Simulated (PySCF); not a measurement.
Work out the structure from these simulated measurements.

Formula: C8H16Si.

| Item | Value |
| --- | --- |
| UV, first state | lowest singlet excitation: 6.66 eV (186 nm, f = 0.004) [TDDFT wB97X-D/def2-SVPD] |
| Rotational structure | rotational constants A, B, C: 2.523, 0.813, 0.756 GHz [PBE0-D3(BJ)/def2-SVP] |
| Triplet | lowest triplet excitation (Tamm–Dancoff): 4.28 eV [TDA wB97X-D/def2-SVPD] |
| UV, strongest line | among the 10 lowest singlet transitions: S2 at 6.87 eV (180 nm, f = 0.460) [TDDFT wB97X-D/def2-SVPD] |
| Valence photoelectron | vertical ionisation energy: 9.01 eV [ΔSCF wB97X-D/def2-SVPD] |
| Dipole | 0.79 D [wB97X-D/def2-SVPD] |
| NMR, other nuclei | isotropic shieldings of nuclei other than C and H, by class: 376 (1 Si) ppm [GIAO KT2/pcSseg-1] |
| Polarisability | 119.7 au [wB97X-D/def2-SVPD] |
| 13C NMR | chemical shifts (computed TMS as zero) by class: 143.7 (1 C), 125.8 (1 C), 33.4 (1 C), 29.5 (2 C), 25.1 (1 C), 14.2 (2 C) ppm [GIAO KT2/pcSseg-1] |
| 1H NMR | chemical shifts (computed TMS as zero) by class: 5.66 (1 H), 5.62 (1 H), 4.29 (1 H), 2.12 (2 H), 1.87 (3 H), 1.72 (1 H), 1.45 (2 H), 1.19 (1 H), 0.94 (2 H), 0.75 (2 H) ppm [GIAO KT2/pcSseg-1] |

Electronic properties: PySCF, gas phase, density fitting. Levels stand in brackets. The structure is a single PBE0-D3(BJ)/def2-SVP conformer in the gas phase; no vibrational or solvent corrections. Each NMR value is the plain mean over a class of atoms that symmetry, rotation or inversion makes alike.

Q: What is the compound? Reason from the data.

A: Numbering: `[CH2:1]=[C:2]([CH3:3])[SiH:4]1[CH2:5][CH2:6][CH2:7][CH2:8][CH2:9]1`. Its formula, C8H16Si, gives 2 degrees of unsaturation: 1 ring and 1 π bond in the structure found. 8 carbons fall into 6 classes; from least to most shielded: fully substituted alkene carbon [C2] (143.7 ppm), terminal =CH2 carbon [C1] (125.8 ppm), ring CH2 carbon [C7] (33.4 ppm), ring CH2 carbon [C6/C8] (29.5 ppm, 2 C), allylic carbon [C3] (25.1 ppm), ring sp3 carbon bound to silicon [C5/C9] (14.2 ppm, 2 C). Hydrogen classes from least to most shielded: 1 H on a terminal =CH2 carbon, C1 (5.66 ppm), 1 H on a terminal =CH2 carbon, C1 (5.62 ppm), 1 H on an SiH silicon, Si4 (4.29 ppm), 2 H on 2 ring CH2 carbons, C6/C8 (2.12 ppm), 3 H on an allylic carbon, C3 (1.87 ppm), 1 H on a ring CH2 carbon, C7 (1.72 ppm), 2 H on 2 ring CH2 carbons, C6/C8 (1.45 ppm), 1 H on a ring CH2 carbon, C7 (1.19 ppm), 2 H on 2 like atoms (sp3 carbon bound to silicon), C5/C9 (0.94 ppm), 2 H on 2 like atoms (sp3 carbon bound to silicon), C5/C9 (0.75 ppm). The other shieldings belong to: 376 ppm, SiH silicon [Si4]. The first electron is taken from the HOMO, whose largest Löwdin shares are 0.24 on the terminal =CH2 carbon, 0.21 on the fully substituted alkene carbon and 0.10 on each of 2 atoms of one kind (sp3 carbon bound to silicon). By its constants the optimised geometry is an asymmetric top. Structure: `C=C(C)[SiH]1CCCCC1`. Computed isomers that give other values at the same levels: `CC[C@@H]1C[C@H](C2CC2)[SiH2]1` (13C chemical shifts (computed TMS as zero) by class: 39.9 (1 C), 33.9 (1 C), 32.0 (1 C), 27.7 (1 C), 16.7 (1 C), 16.3 (1 C), 8.7 (1 C), 6.3 (1 C) ppm); `CC[C@@H]1C[C@@H](C2CC2)[SiH2]1` (13C chemical shifts (computed TMS as zero) by class: 41.1 (1 C), 32.1 (1 C), 31.1 (1 C), 30.2 (1 C), 16.2 (1 C), 15.7 (1 C), 5.3 (1 C), 5.2 (1 C) ppm); `C1CC[Si]2(C1)CCCC2` (rotational constant A: 2.838 GHz; this holds for the one conformer computed). The assignments are read from this structure; whether some other isomer fits the data as well wasn't checked.
